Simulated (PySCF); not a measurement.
Compound: BiH2F.
Geometry (PBE0-D3(BJ)/def2-SVP, Å), atoms numbered from 1 in this order:
```
atom  x, y, z in Å
Bi1    0.012    0.036    0.775
H2     1.516    0.062   -0.226
H3    -0.656    1.364   -0.250
F4    -0.872   -1.462   -0.299
```

Computed with PySCF 2.14.0, density-fitted response routines, TDDFT CAM-B3LYP/def2-SVPD, vertical, gas phase, core orbitals frozen in the response, def2 core potentials past Kr. Spin–orbit coupling is left out.

Transition dipole moments from the ground state, in atomic units and in the frame of the coordinates above (overall signs are arbitrary), for the states with f of 0.002 or more among the lowest 9:

```
state  E (eV)      μx      μy      μz
   S1   4.917   0.145   0.245   0.191
   S3   6.604  -0.237  -0.380   0.857
   S4   6.751  -0.520   0.312  -0.006
   S5   7.385  -0.124  -0.208  -0.028
   S7   7.981   1.267  -0.759   0.016
   S8   8.125   0.270   0.429  -0.858
   S9   8.667  -0.468  -0.788  -0.245
```

Task: What oscillator strength does each state have?

Result: f = (2/3) ΔE |μ|² with ΔE in hartree (27.2114 eV).

| state | \|μ\|² (au) | \|μ\| (D) | f |
| --- | --- | --- | --- |
| S1 | 0.118 | 0.87 | 0.014 |
| S3 | 0.936 | 2.46 | 0.151 |
| S4 | 0.368 | 1.54 | 0.061 |
| S5 | 0.059 | 0.62 | 0.011 |
| S7 | 2.182 | 3.75 | 0.427 |
| S8 | 0.992 | 2.53 | 0.198 |
| S9 | 0.900 | 2.41 | 0.191 |

Task: The point group is Cs. Which irreducible representation does each state belong to?

Result: From a totally symmetric ground state, an allowed state transforms like the component of the dipole operator along its μ. Polarised normal to the mirror plane, so A″: S4 and S7. Polarised in the mirror plane, so A′: S1, S3, S5, S8 and S9.

Task: What angle do the transition dipoles of S1 and S3 make?

Result: |cos θ| = |μa·μb| / (|μa| |μb|) = 0.11, so θ ≈ 84° (taken between 0 and 90°, since the signs are arbitrary).

Task: What peak molar absorption coefficient would the strongest computed level give as a lone Gaussian band 0.3 eV wide at half height?

Result: ε(max) = 2.175×10⁸ f / FWHM, with the width in cm⁻¹. S7: 2.175×10⁸ × 0.4266 / 2420 ≈ 38000 L mol⁻¹ cm⁻¹.

The vertical ionisation energy (ΔSCF) is 10.59 eV, 1.92 eV above S9.

The run took 9.7 s wall on one thread, Arm Neoverse V2, on a shared host.
